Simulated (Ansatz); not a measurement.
Coupled-cluster diagnostics for Sr₂S₂ (the lowest singlet isomer of a short search), Ansatz.

Geometry of the singlet (B3LYP-D4/def2-TZVP):

```
atom    x (Å)    y (Å)    z (Å)
 Sr1  -0.3066   1.3206   1.2080
 Sr2   0.3082  -1.3223  -1.2057
  S3  -1.6979  -0.8626   0.5120
  S4   1.6963   0.8643  -0.5143
```

In the def2 sets Sr takes a core potential; there is no spin–orbit coupling. Correlated methods freeze 10 core orbitals; core or outer-core shells of Sr are correlated, in sets that lack core-valence functions. In CCSD on the charge 1 doublet the largest single amplitude is 0.18, so its Hartree–Fock determinant may place the open shell otherwise than the density functionals do. The structure comes from a short search, and lower isomers may exist.

(1) Estimate the CCSD(T) correlation energy, the shares of MP2 and (T), T1 and the reference's ⟨S²⟩ for: charge 0, singlet, own geometry in def2-TZVPP; charge 1, doublet, vertical in def2-TZVPP; and the rough time on 4 threads of Arm Neoverse V2 on a shared host.

Results:

(1) 
```csv
state,basis,correlation (eV),MP2 share (%),(T) share (%),T1,⟨S²⟩ (pure),wall time
"charge 0, singlet, own geometry",def2-TZVPP,-22.972,90.9,4.1,0.014,0.00 (0.00),29 s
"charge 1, doublet, vertical",def2-TZVPP,-21.850,89.6,3.9,0.026,0.76 (0.75),2.2 min
```
Customary marks for T1 are 0.02 (closed shells), 0.045 (open shells) and about 0.05 (3d metals). T1 exceeds 0.02 in 1 of 2 rows and 0.045 in 0; the higher it lies, the less the single-reference result can be trusted.
